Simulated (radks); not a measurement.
A nucleus of charge 64.25 with 62 electrons, configuration [Xe] 4f7 5d1. Calculated with a radial shooting solver on a logarithmic mesh with Libxc functionals: scalar-relativistic Kohn-Sham, PBEsol, spin-polarised, spherical densities, finite nucleus; open shells are filled with parallel spins first (spin-orbit coupling, left out, can overturn this in heavy ions); Fermi nuclear charge, rms radius 5.1569 fm.

Radial electron density D(r) = 4 pi r^2 rho(r):

```
   r/bohr * D(r) (the largest magnitude, 113, reaches the edge; | marks zero)
 0.003378 |            *
 0.004505 |                 *
 0.006057 |                         *
 0.008079 |                                *
  0.01086 |                                      *
  0.01449 |                                         *
  0.01948 |                                       *
  0.02598 |                                    *
  0.03493 |                                     *
  0.04696 |                                              *
  0.06263 |                                                      *
   0.0842 |                                                  *
   0.1123 |                                         *
    0.151 |                                            *
   0.2014 |                                               *
   0.2708 |                               *
   0.3611 |                    *
   0.4855 |                       *
   0.6476 |                   *
   0.8706 |         *
    1.161 |     *
    1.561 |   *
    2.099 | *
      2.8 *
    3.764 *
     5.02 *
    6.749 *
```

D(r) has 4 maxima, at r = 0.0151, 0.0673, 0.187, 0.513 bohr, and minima at 0.0288, 0.124, 0.370 bohr, inside which lie 1.93, 11.18, 29.39 electrons.
